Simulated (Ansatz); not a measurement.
These are Ansatz (a program for electronic structure) with frozen-core CCSD(T)/cc-pVTZ // B3LYP-D3(BJ)/def2-TZVP values and carry that method's errors.

Ansatz 0.2 input:
```yaml
crystal:
  periodic: [false, false, false]
  atoms:
    - { symbol: Cl, position_ang: [-0.850859, -1.617624, -0.916379] }
    - { symbol: Si, position_ang: [-0.029382, 0.000693, 0.003019] }
    - { symbol: Cl, position_ang: [-0.5152, -0.03074, 1.978389] }
    - { symbol: Cl, position_ang: [-0.764961, 1.698669, -0.84248] }
    - { symbol: Br, position_ang: [2.160402, -0.050997, -0.222547] }
basis:
  gaussian: { orbitals: cc-pVTZ }
correlation:
  method: ccsd_t
```

Output:

```
Functional definition: HF
1104 factors; integrals over basis functions are off by at most 7.3e-4 eV
mean field evaluation 1: about -115378.9286 eV, gradient 2.4e1 eV
mean field evaluation 2: about -115379.3154 eV, gradient 2.5e1 eV
mean field evaluation 4: about -115381.1390 eV, gradient 2.1e0 eV
mean field evaluation 8: about -115381.1874 eV, gradient 1.2e-1 eV
mean field evaluation 16: about -115379.9160 eV, gradient 1.6e1 eV
mean field -115381.18747317 eV, -4240.1804314612 hartree, gradient 7.9e-6 eV, S^2 0.000000; 0 other end points of the search recorded, 0 dependent functions left out
29 core orbitals not correlated
reference -115381.18747317 eV, -4240.1804314612 hartree; 21, 21 occupied and 129, 129 virtual orbitals, 1104 factors
second order -24.37290335 eV of doubles, -0.00000000 eV of singles
cycle   1  -25.16800791 eV  change   -8.0e-1 eV  update   9.5e-2
cycle   2  -25.66852453 eV  change   -5.0e-1 eV  update   2.5e-2
cycle   3  -25.76046381 eV  change   -9.2e-2 eV  update   1.2e-2
cycle   4  -25.74886652 eV  change    1.2e-2 eV  update   2.5e-3
cycle   5  -25.74820384 eV  change    6.6e-4 eV  update   8.8e-4
cycle   6  -25.74792479 eV  change    2.8e-4 eV  update   2.3e-4
cycle   7  -25.74782590 eV  change    9.9e-5 eV  update   7.6e-5
cycle   8  -25.74785600 eV  change   -3.0e-5 eV  update   1.9e-5
perturbative correction -1.11728697 eV, -0.0410595387 hartree
Total energy: -115408.05261614 eV, -4241.1677072555 hartree
```

Cost: around 40 core-seconds (rough).
